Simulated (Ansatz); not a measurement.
One change: `NBF` becomes `OCNBF`.

Ansatz, PBE0-D4/def2-TZVP geometries, multiplicity 1. Each molecule was computed in one conformer, which needn't be the lowest.

```
                               property  `NBF`
    HOMO–LUMO gap (PBE/def2-TZVPP) / eV   7.05
  HOMO–LUMO gap (B3LYP/def2-TZVPP) / eV   8.94
   HOMO–LUMO gap (PBE0/def2-TZVPP) / eV   9.50
     HOMO energy (PBE0/def2-TZVPP) / eV  -8.58
    LUMO energy (B3LYP/def2-TZVPP) / eV   0.62
HOMO–LUMO gap (ωB97M-V/def2-TZVPP) / eV  13.25
```

Give the same properties after the change, and the shifts. (Estimate.)

The calculation gave: 
```json
{"property": "HOMO–LUMO gap (PBE/def2-TZVPP) / eV", "`OCNBF`": "6.13", "shift": "-0.92"}
{"property": "HOMO–LUMO gap (B3LYP/def2-TZVPP) / eV", "`OCNBF`": "8.11", "shift": "-0.83"}
{"property": "HOMO–LUMO gap (PBE0/def2-TZVPP) / eV", "`OCNBF`": "8.66", "shift": "-0.84"}
{"property": "HOMO energy (PBE0/def2-TZVPP) / eV", "`OCNBF`": "-8.06", "shift": "0.52"}
{"property": "LUMO energy (B3LYP/def2-TZVPP) / eV", "`OCNBF`": "0.28", "shift": "-0.34"}
{"property": "HOMO–LUMO gap (ωB97M-V/def2-TZVPP) / eV", "`OCNBF`": "12.61", "shift": "-0.64"}
```

With PBE0 the HOMO rises by 0.52 eV and the LUMO falls by 0.32 eV, so the gap narrows by about 0.84 eV. PBE moves the HOMO by 0.63 eV and ωB97M-V by 0.53 eV.

B3LYP here is the variant with VWN-RPA as its local correlation; programs differ in this.
